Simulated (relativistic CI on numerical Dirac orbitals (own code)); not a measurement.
**Radial parameters of Ho²⁷⁺**

These numbers are calculated, not measured: Dirac-Coulomb-Breit CI, separate exchange-only KLI orbitals for each configuration, model QED, unscaled Slater integrals (own radial code, finite nucleus).

Slater integrals F^k, G^k are unscaled and averaged over j, outside the closed core [Ar] 3d10; ζ comes from projecting the Hamiltonian with its Breit term on Σ l·s of the shell.

- 4s2.4p6.4d4: F^2(4d,4d) = 199840, F^4(4d,4d) = 135920, ζ(4d) = 32743 cm⁻¹; <r>(4d) = 0.5044, <r^2>(4d) = 0.2907 (bohr units).
- 4s2.4p5.4d5: ζ(4p) = 269290, F^2(4d,4d) = 199800, F^4(4d,4d) = 135890, F^2(4p,4d) = 202330, G^1(4p,4d) = 252840, G^3(4p,4d) = 161450, ζ(4d) = 32608 cm⁻¹; <r>(4p) = 0.4962, <r^2>(4p) = 0.2784, <r>(4d) = 0.5045, <r^2>(4d) = 0.2908 (bohr units).
- 4s2.4p6.4d3.4f: F^2(4d,4d) = 199730, F^4(4d,4d) = 135840, ζ(4d) = 32723, F^2(4d,4f) = 199600, F^4(4d,4f) = 130470, G^1(4d,4f) = 212130, G^3(4d,4f) = 144570, G^5(4d,4f) = 105750, ζ(4f) = 4814.3 cm⁻¹; <r>(4d) = 0.5048, <r^2>(4d) = 0.2911, <r>(4f) = 0.4861, <r^2>(4f) = 0.2689 (bohr units).

(1) Give the Racah parameters of the d shell in 4s2.4p6.4d4.

Averages of the first 10 configurations, taken without configuration mixing, which lowers the lowest level and can move excited configurations by several eV; other configurations of the list can lie among them:

```tsv
Configuration	Parity	States	Average energy above the lowest level (eV)
4s2.4p6.4d4	even	210	28.0
4s2.4p5.4d5	odd	1512	190.3
4s2.4p6.4d3.4f	odd	1680	196.3
4s.4p6.4d5	even	504	314.5
4s.4p6.4d4.4f	odd	5880	480.9
4s2.4p6.4d3.5s	even	240	332.0
4s2.4p6.4d3.5d	even	1200	450.7
4s2.4p6.4d3.6s	even	240	578.6
4p6.4d6	even	210	604.8
4p5.4d7	odd	720	764.4
```

Results:

(1) B = F²/49 − 5F⁴/441 = 2537 cm⁻¹ and C = 35F⁴/441 = 10788 cm⁻¹.
